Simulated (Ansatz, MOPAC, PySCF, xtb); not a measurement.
Lewis adduct: GaH2I (SMILES [GaH2][I]) (first 4 atoms) with H2O (SMILES O); geometry from B3LYP-D3(BJ)/def2-TZVP, rigid monomers moved along the line of their centres of mass till Ga1···O5 is 2.94 Å.
(charge 0, multiplicity 1):
```csv
atom,x (Å),y (Å),z (Å)
Ga,-0.0273,-1.2065,1.5089
I,-0.1618,1.0681,0.2849
H,1.3965,-1.8371,1.4839
H,-1.4106,-1.9196,1.6619
O,0.0235,-0.3406,4.3152
H,0.1880,0.5882,4.0833
H,-0.8479,-0.3666,4.7328
```

Counterpoise-corrected where a basis set is named; no monomer relaxation.

The state that PM7 reach isn't checked; PM7 holds dispersion and hydrogen-bond terms.

Programs: Ansatz (a first-principles code); MOPAC for PM7 (differences of heats of formation); PySCF for the dispersion terms; xtb for the GFN methods.  In def2 rows elements past Kr take small-core potentials, without spin–orbit coupling.

### Question
One of these levels gives -475.1 meV for the interaction energy. Name it.
A) PM7
B) GFN1-xTB
C) PBE-D3(BJ)/def2-TZVPPD
D) HF/def2-SVPD

### Answer
B, GFN1-xTB. The others give -196.9 (PM7), -350.8 (HF/def2-SVPD), -397.3 (PBE-D3(BJ)/def2-TZVPPD)
